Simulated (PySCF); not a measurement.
**The W–F bond energy of WF₄**

Level of theory: PySCF, PBE, basis W def2-SVP with ECP60, F def2-SVP (scalar-relativistic core potentials, no spin–orbit coupling, density fitting).

Each entry is the lowest minimum that a search over a few typed start shapes (and spin states, where more than one is plausible) found, or that minimum re-optimised at the stated level; isomers with ligand–ligand bonds, or fragments after loss of a ligand pair, can lie lower.

Total energies (Eh), which compare only within these settings: F atom -99.53977.

```tsv
species	2S+1	group	E (Eh)	ZPE (kJ/mol)
WF₃	4	D3h	-366.23922	15.1
WF₄	1	D2d	-465.99155	22.4
```

(1) What are De and D0 for WF₄ → WF₃ + F?

Answers

(1) De = [(-366.23922) + (-99.53977) − (-465.99155)] × 2625.5 = 558 kJ/mol. The zero-point energy changes by -7.3 kJ/mol, so D0 = 551 kJ/mol.

Atoms and open shells are unrestricted, without spin–orbit or basis-set superposition corrections.

One determinant describes each species, so states of open d or f shells may be missed.

Spin–orbit coupling can matter for elements this heavy.
